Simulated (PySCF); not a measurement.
Species: C3H9GeNSi.
SMILES with atom numbers: `[CH3:1][Si@H:2]([NH2:3])[C:4]#[C:5][GeH3:6]` (hydrogens: H7, H8, H9 on C1; H10 on Si2; H11, H12 on N3; H13, H14, H15 on Ge6)

A linear-response calculation (PySCF, def2-SVPD basis, gas phase, vertical, core orbitals frozen in the response) gave these numbers; the functional is withheld.

Orbital energies (eV): HOMO-3 -11.28, HOMO-2 -10.03, HOMO-1 -9.64, HOMO -9.40, LUMO 1.36, LUMO+1 1.50, LUMO+2 1.73.

```json
{"state": "S1", "E (eV)": "5.62", "f": "0.0000", "main configurations (H = HOMO, L = LUMO)": "H-1→L (56%), H→L+1 (13%), H-2→L+1 (10%)"}
{"state": "S2", "E (eV)": "5.87", "f": "0.0024", "main configurations (H = HOMO, L = LUMO)": "H-1→L+1 (36%), H→L (27%), H-2→L (15%)"}
{"state": "S3", "E (eV)": "5.89", "f": "0.0008", "main configurations (H = HOMO, L = LUMO)": "H→L+1 (35%), H-2→L+1 (23%), H-1→L (21%)"}
{"state": "S4", "E (eV)": "6.68", "f": "0.126", "main configurations (H = HOMO, L = LUMO)": "H→L (40%), H-2→L (30%)"}
{"state": "S5", "E (eV)": "7.19", "f": "0.0073", "main configurations (H = HOMO, L = LUMO)": "H-2→L+1 (51%), H→L+1 (37%)"}
{"state": "S6", "E (eV)": "7.43", "f": "0.0018", "main configurations (H = HOMO, L = LUMO)": "H→L+2 (47%), H→L+3 (15%), H-2→L+2 (11%)"}
```

Triplets, Tamm–Dancoff:

```json
{"state": "T1", "E (eV)": "4.71", "λ (nm)": "263.3", "main configurations (H = HOMO, L = LUMO)": "H-1→L+1 (32%), H→L (22%), H-2→L (20%)"}
{"state": "T2", "E (eV)": "5.18", "λ (nm)": "239.4", "main configurations (H = HOMO, L = LUMO)": "H-1→L (34%), H-1→L+1 (13%), H→L+1 (11%)"}
{"state": "T3", "E (eV)": "5.19", "λ (nm)": "239.1", "main configurations (H = HOMO, L = LUMO)": "H-1→L+1 (33%), H-1→L (15%), H→L (13%)"}
{"state": "T4", "E (eV)": "5.67", "λ (nm)": "218.8", "main configurations (H = HOMO, L = LUMO)": "H-1→L (31%), H→L+1 (28%), H-2→L+1 (21%)"}
```

Vertical ionisation energy by ΔSCF with the same functional: 9.57 eV. Mean static polarisability: 103.1 au.

Question: Which of these was used?
A. wB97X-D
B. PBE
C. HF
D. PBE0

Answer: A. wB97X-D is range-separated, 22% exact exchange at short range and 100% at long range (ω = 0.2 bohr⁻¹). In this run −ε(HOMO) = 9.40 eV differs from the ΔSCF value by -0.18 eV, and S1 differs from the orbital gap of 10.76 eV by -5.14 eV. The ratio −ε(HOMO)/IP is 0.98. Usual ranges for neutral molecules in this basis: 0.89 to 0.99 with wB97X-D, 0.5 to 0.7 with PBE, 0.7 to 0.83 with PBE0; Hartree–Fock can't fall below 1, since the ion's relaxation only lowers the ΔSCF value. The other options: PBE, a GGA without exact exchange; HF, time-dependent Hartree–Fock, 100% exact exchange; PBE0, a global hybrid with 25% exact exchange.

Theory: TDDFT wB97X-D/def2-SVPD, vertical, gas phase, core orbitals frozen in the response (PySCF). The structure is a single PBE0-D3(BJ)/def2-SVP conformer in the gas phase; no vibrational or solvent corrections. Relativistic effects, spin–orbit coupling among them, are left out although an element past zinc is present.

Shape of the structure used: `[CH3:1][Si@H:2]([NH2:3])[C:4]#[C:5][GeH3:6]`: H–N3–Si2–C1 171°, H–N3–Si2–C1 -53°.
